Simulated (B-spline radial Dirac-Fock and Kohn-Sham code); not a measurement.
## Dipole and non-dipole photoemission parameters of Zr 4p1/2

System: the free zirconium atom, configuration [Kr] 4d2 5s2; threshold 37.96 eV (orbital energy of the model). These are calculated numbers from a radial finite-basis atomic code; the model is Dirac-Hartree-Slater photoionisation with a Latter tail; cross sections with all multipoles, angular parameters from the dipole term and its interference with E2.

```
hν (eV)  σ (kb)      β       γ       δ
   56.6     606  1.629   0.120  -0.020
     60     472  1.424   0.228  -0.029
   65.2     339  1.078   0.355  -0.041
     80       ?      ?       ?       ?
   80.9     173  0.144   0.308  -0.036
    190    89.4  0.965   0.146   0.021
    245    73.4  1.249   0.193   0.011
    249    72.3  1.264   0.194   0.011
    268    67.5  1.325   0.192   0.008
    278    65.1  1.352   0.189   0.007
    311    57.9  1.427   0.172   0.005
    393    43.9  1.540   0.116   0.001
    666    20.6  1.662  -0.007  -0.001
    800    15.3  1.674  -0.022   0.000
   1010    10.2  1.674  -0.011   0.000
   1080    9.02  1.671  -0.001   0.001
 1486.9    4.86  1.642   0.088   0.003
   1640    3.98  1.629   0.128   0.004
   1770    3.39  1.617   0.163   0.005
   2390    1.75  1.560   0.334   0.010
   2640    1.39  1.538   0.400   0.012
   4000   0.501  1.426   0.715   0.029
   4430   0.385  1.395   0.799   0.035
 5414.7   0.226  1.328   0.969   0.050
   7400  0.0951  1.215   1.238   0.080
   7610  0.0878  1.205   1.263   0.083
 9251.7  0.0499  1.128   1.432   0.108
  10300  0.0363  1.085   1.524   0.124
  11600  0.0254  1.036   1.623   0.144
  15000  0.0115  0.928   1.828   0.194
```

Q: Give the values at 80 eV.

A: σ = 178 kb, β = 0.183, γ = 0.323, δ = -0.038.
